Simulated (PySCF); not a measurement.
Predicted spectroscopic data

All values are calculated (PySCF 2.14): NMR shieldings at PBE0/pcSseg-1/GIAO, coordinates at the GFN2-xTB level. Single conformer, no solvent, averaged over atoms made equivalent by symmetry, fast rotation or ring inversion, non-relativistic Hamiltonian.

δ = σ(ref) − σ, references computed at the same level: ¹H, ¹³C against TMS. Splittings of carbon signals by F and P are missing where no couplings were computed. Where no couplings were computed, multiplicities follow the n + 1 count of equivalent neighbours, and m marks all less simple cases (inequivalent or close neighbours, rings, F or P nearby). Shifts are as computed. Against solution values, carbons near 30 ppm lie about +3 ppm off and those near 130 ppm about +5 ppm (rms about the fit 2.1 ppm; single classes can miss by 10 ppm). Of 1328 compounds with measured shifts, 309 miss one by over three times the rms of a fit or turn the order of signals round; such compounds aren't used in these exercises. Signals without a measured value on file couldn't be tested in this way; 1H shifts scatter by 0.2 ppm about their fit, and single ones miss by 0.5 ppm. OH and NH positions are gas-phase values without hydrogen bonding to other molecules.

**1.** `C=C(C)/C([SiH3])=C/[SiH3]`, C5H12Si2. ¹H NMR (400 MHz, computed): δ 6.97 (q, 1H), 5.11 (m, 1H), 4.97 (m, 1H), 4.24 (s, 3H), 4.20 (d, 3H), 1.98 (s, 3H). ¹³C{¹H} NMR (computed): δ 171.7, 164.7, 140.6, 116.2, 25.3.

**2.** SMILES [SiH2]1C(CC=C)[SiH2]C1, C5H12Si2. ¹H NMR (400 MHz, computed): δ 5.92 (m, 1H), 5.31 (m, 1H), 5.17 (m, 1H), 4.83 (m, 2H), 4.63 (m, 2H), 2.32 (m, 2H), 1.43 (m, 1H), 0.48 (m, 1H), 0.42 (m, 1H). ¹³C{¹H} NMR (computed): δ 149.9 (CH), 120.0 (CH2), 40.0 (CH2), 18.8 (CH), -10.4 (CH2).

**3.** `[H]/N=C\c1ccccc1F`, C7H6FN. ¹H NMR (400 MHz, computed): δ 11.89 (br s, 1H), 8.98 (m, 1H), 7.84 (m, 1H), 7.71 (m, 1H), 7.54 (m, 1H), 7.47 (m, 1H). ¹³C{¹H} NMR (computed): δ 172.1, 162.8, 138.5, 129.4, 129.2, 125.4, 123.0.
